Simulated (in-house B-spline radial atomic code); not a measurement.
A calculation on Yb²⁺ (an excited or competing configuration): its settings, and results tabulated from the run. All numbers are computed (Dirac-Hartree-Fock, average of configuration; Fermi nucleus of rms radius 5.3108 fm) with an all-electron radial atomic-structure program (B-spline basis), not measured.

Command:
```bash
python run_scf.py task.json out
```
Settings (nuclear radius in fm, mass in u):
```
Z                70
configuration    [Xe] 4f13 8d1
hamiltonian      dirac
method           hf
spin_polarised   False
nucleus          fermi
rms_radius       5.3108
atomic_mass      173.93887
speed_of_light   137.035999084
```

Output (hartree, bohr):
```
 radial grid: 81 intervals, B-splines of order 8, outer radius 60 bohr

 iter        energy (Eh)    residual
    1      -14065.889047    6.16e-01
    2      -14066.353966    5.35e-02
    3      -14066.392463    1.11e-02
    4      -14066.395066    5.88e-03
    5      -14066.395465    2.18e-03
    6      -14066.395520    1.20e-03
    7      -14066.395558    2.79e-04
    8      -14066.395560    1.24e-05
    9      -14066.395560    1.27e-06
   10      -14066.395560    4.21e-07

 total energy                    -14066.39556
 kinetic                           15619.9562
 electron-nucleus                 -34863.2942
 electron-electron                  5176.9424

 first-order corrections (not in the total)
   Gaunt                            15.8239
   retardation                      -1.6723
   frequency dependence             -0.2507
   self-energy                      11.3346
   Uehling                          -2.0022
   Wichmann-Kroll                    0.0730
   recoil                            0.0278

 orbital      occ     eigenvalue          <r>       <r^2>       <1/r>       <r^4>     <1/r^3>       r_max    small
 1s1/2      2.000     -2268.7943    0.0196597 0.000529866     80.6115 7.56339e-07           -     0.01237  6.90e-02
 2s1/2      2.000      -390.0729    0.0826885  0.00814223     19.4805 0.000115575           -     0.07071  1.55e-02
 2p1/2      2.000      -371.2345    0.0688055  0.00587452      19.408 7.08577e-05           -     0.05303  1.55e-02
 2p3/2      4.000      -332.6694    0.0762637  0.00708168     16.6797 9.85822e-05     13438.3     0.05942  1.42e-02
 3s1/2      2.000       -90.9191     0.215677   0.0533185     7.15516  0.00430564           -      0.1993  5.06e-03
 3p1/2      2.000       -82.6307     0.205841   0.0493487     7.05721  0.00386539           -      0.1874  4.98e-03
 3p3/2      4.000       -74.3047     0.219662   0.0560011     6.36157  0.00493923     3001.73      0.2005  4.61e-03
 3d3/2      4.000       -60.3964     0.193494   0.0440131     6.23117  0.00345266     508.017      0.1582  4.47e-03
 3d5/2      6.000       -58.5969     0.197784   0.0458553      6.0627  0.00372113      440.88      0.1618  4.36e-03
 4s1/2      2.000       -19.8750     0.488101    0.268995     2.96781     0.10523           -      0.4556  1.60e-03
 4p1/2      2.000       -16.4737     0.496705    0.280877     2.85516    0.118123           -      0.4577  1.52e-03
 4p3/2      4.000       -14.5683      0.52706    0.316081     2.62693    0.149682     673.026      0.4849  1.39e-03
 4d3/2      4.000        -8.9556     0.553783     0.35615     2.39906    0.207763     97.6257       0.487  1.19e-03
 4d5/2      6.000        -8.6001     0.565051    0.370639     2.34005    0.225089     83.1354      0.4962  1.16e-03
 5s1/2      2.000        -3.4995      1.20861     1.64175     1.09526     3.99738           -       1.076  3.12e-04
 5p1/2      2.000        -2.4450      1.33716     2.02322    0.979605     6.26066           -       1.165  2.55e-04
 5p3/2      4.000        -2.1876        1.433     2.32208    0.901761     8.24024     82.9446       1.246  2.23e-04
 4f5/2      5.571        -1.7186     0.706025    0.638516     1.82667     1.03815     13.4637      0.4818  7.53e-04
 4f7/2      7.429        -1.6611     0.718522    0.663133     1.79865     1.13101     12.8446      0.4876  7.35e-04
 8d3/2      0.400        -0.1393      15.2543     261.297   0.0922915     90544.6    0.231535       16.46  6.54e-06
 8d5/2      0.600        -0.1385      15.3522     264.628   0.0915746     92829.5     0.19905       16.58  6.43e-06
```

Run time, properties included: 1.4 s on 1 thread of Arm Neoverse V2 (shared host).

For the Dirac Hamiltonian the kinetic term is c α·p + (β - 1)c².
